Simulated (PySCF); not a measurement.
# One molecule, several mistakes: BFH3OSi cation

All numbers below are calculated, not measured. They come from PySCF 2.14.0, an open-source quantum chemistry program, on an isolated molecule that a program drew, which may never have been made. The molecule is BFH3OSi cation (charge +1, singlet), drawn as the SMILES string `O[B+][SiH2]F`.

Each row is a Hartree-Fock (HF) and frozen-core CCSD(T) single point in the cc-pV(D+d)Z basis, meant for a local HF minimum. Run 1 is clean. Each other run has one planted mistake out of seven kinds, and not every kind appears here: one electron removed, one electron added, multiplicity raised by two, geometry at a saddle point, minimal basis STO-3G, one bond length entered in bohr, all coordinates scaled. The reference is restricted for singlets and unrestricted otherwise, and also for a bond in bohr. Adding or removing an electron swaps singlet and doublet. Electrons count all cores. HOMO and LUMO are orbital energies over both spins, the gradient is its largest component, and the lowest frequency (negative if imaginary) is given only where the gradient is small. Bond lengths are over the 6 bonds as drawn. T1 is the CCSD diagnostic: over 0.02 (restricted) or 0.045 (unrestricted) a single reference is doubtful.

Geometry of the clean run:
```xyz
7
BFH3OSi cation, angstrom
O    -0.1673    1.9848   -1.3576
B     0.0009    0.8102   -1.0335
Si    0.2599   -1.2162   -0.5642
F     0.7701   -1.0958    0.9385
H    -0.1285    2.9073   -1.1170
H     1.2947   -1.6945   -1.4734
H    -1.0689   -1.8087   -0.6618
```

```
run,electrons,basis functions,<S^2>,HOMO (eV),LUMO (eV),gradient (hartree/bohr),lowest frequency (cm^-1),mean bond (Å),longest bond (Å),T1,HF (hartree),CCSD(T) (hartree),mistake
1,38,80,0.000,-18.92,-3.95,6.8e-06,81,1.4647,2.096,0.0160,-489.49387,-490.06023,no fault
2,38,80,0.000,-14.31,-6.04,5.3e-02,-,1.7755,3.961,0.0186,-489.38483,-489.95382,one bond length entered in bohr
3,38,27,0.000,-16.24,0.09,5.0e-02,-,1.4647,2.096,0.0196,-483.45451,-483.63631,?
4,39,80,0.763,-5.55,3.27,1.3e-01,-,1.4647,2.096,0.0172,-489.66646,-490.24377,?
```

**Which mistake was planted in run 3, and what did it cost?**

It has 27 basis functions where the clean run has 80, with the same electrons and geometry. So the mistake is: minimal basis STO-3G. Subtracting run 1 and multiplying by 627.51 kcal/mol a hartree, the energy moved by 3789.8 kcal/mol in HF and 4031.1 kcal/mol in CCSD(T).

**Which mistake was planted in run 4, and what did it cost?**

It counts 39 electrons, one more than the clean run, at the same geometry and basis. So the mistake is: one electron added. Subtracting run 1 and multiplying by 627.51 kcal/mol a hartree, the energy moved by -108.3 kcal/mol in HF and -115.2 kcal/mol in CCSD(T).

